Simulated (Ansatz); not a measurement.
Stepwise reaction of `B[SiH](B)F` with ammonia, as a gas-phase model of exchange steps in deposition or etching. ΔE in kJ/mol; ΔG adds harmonic PBE0-D4 terms to CCSD(T)/CBS, at 1 bar.

Gas-phase electronic energies from Ansatz, PBE0-D4/def2-TZVP geometries. CBS: MP2 limit from def2 TZ/QZ plus the TZ coupled-cluster correction, frozen cores. This one scheme is used for every species. DFT in def2-TZVPP. B3LYP here is the variant with VWN-RPA as its local correlation; programs differ in this. Each species was taken in one conformer, which may not be the lowest.

```json
{"step": "1", "reaction": "`B[SiH](B)F` + NH₃ → `B[SiH](N)F` + BH₃", "PBE-D4": "-60.4", "B3LYP-D4": "-80.1", "ωB97M-V": "-84.8", "CCSD(T)/CBS": "-81.5", "ΔG(600 K)": "-79.7"}
```

(1) Give the row of step 2, `B[SiH](N)F` + NH₃ → `N[SiH](N)F` + BH₃. (An estimate is asked.)

(2) By hand: ΔE of the 2 steps together at CCSD(T)/CBS.

Results:

(1) Computed: 
| step | reaction | PBE-D4 | B3LYP-D4 | ωB97M-V | CCSD(T)/CBS | ΔG(600 K) |
| --- | --- | --- | --- | --- | --- | --- |
| 2 | `B[SiH](N)F` + NH₃ → `N[SiH](N)F` + BH₃ | -76.4 | -93.9 | -99.0 | -95.9 | -93.1 |

(2) (-81.5) + (-95.9) = -177.4 kJ/mol, or -88.7 kJ/mol a step.

In ΔE each step is lower than the one before. All are downhill at CCSD(T)/CBS. ΔG lies between -93.1 and -79.7 kJ/mol a step. PBE-D4 differs from CCSD(T)/CBS by 19.5 to 21.1 kJ/mol a step. Isolated molecules leave out the surface, adducts and barriers. Largest T1 diagnostic: 0.013.
